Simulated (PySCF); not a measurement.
From one molecule to another.

First species: Cl3Si(SH), Cl3HSSi.
SMILES: `S[Si](Cl)(Cl)Cl`

Second species: C4F2O2.
Structure used (GFN2-xTB), in Å, numbered top down from 1:
```xyz
8
C4F2O2 angstrom
O      2.6094    1.1558    1.0333
C      1.9360    0.6360    0.2199
F      2.3909    0.3987   -1.0306
C      0.5812    0.1717    0.3523
C     -0.5567   -0.2076    0.4820
C     -1.9043   -0.6849    0.6403
O     -2.2623   -1.7524    0.9832
F     -2.7853    0.2920    0.3298
```

Levels: B3LYP/def2-SVPD for dipole moment, HOMO energy, LUMO energy, HOMO–LUMO gap, static isotropic polarisability and electronic spatial extent ⟨r²⟩ about the centre of nuclear charge; TDDFT B3LYP/def2-SVPD for lowest singlet excitation; TDA B3LYP/def2-SVPD for lowest triplet excitation (Tamm–Dancoff); GFN2-xTB for rotational constant A and rotational constant C. Geometries: GFN2-xTB. All species are isolated and taken at one optimised geometry, non-relativistic unless stated. Electronic properties by PySCF.

Dipoles, sizes and rotational constants follow the conformer. The torsions of the flexible species, by atom-mapped SMILES:
- `[SH:1][Si:2]([Cl:3])([Cl:4])[Cl:5]`: H–S1–Si2–Cl3 59°

Which has the higher dipole moment?

The first: 0.72 D against 0.65 D, a difference of 0.07 D.

Which has the higher rotational constant A?

The second: 5.900 GHz against 1.330 GHz, a difference of 4.570 GHz.

Which has the higher HOMO energy?

The first: -7.80 eV against -9.77 eV, a difference of 1.97 eV.

Which of the two has the higher ⟨r²⟩, and by how much?

The second: 1293 bohr² against 1174 bohr², a difference of 119 bohr².

Which has the higher T1 energy?

The first: 5.27 eV against 4.27 eV, a difference of 1.00 eV.

Which of the two has the higher rotational constant C, and by how much?

The first: 1.281 GHz against 0.792 GHz, a difference of 0.489 GHz.

Which of the two has the higher HOMO–LUMO gap, and by how much?

The first: 6.73 eV against 6.50 eV, a difference of 0.23 eV.

Which of the two has the higher static isotropic polarisability, and by how much?

The first: 85.4 au against 57.0 au, a difference of 28.4 au.

On the first: In wavenumbers S1 is 45500 cm⁻¹ (1 eV = 8065.54 cm⁻¹). The polarisability is 12.65 Å³ as a volume (1 au = 0.148185 Å³), or 1.04 au for each of the 82 electrons.

On the second: Point group C2 permits a dipole; with 0.65 D the species has a pure rotational spectrum. The 8 singlets span 4.89 to 7.32 eV, and their oscillator strengths add up to 1.02.
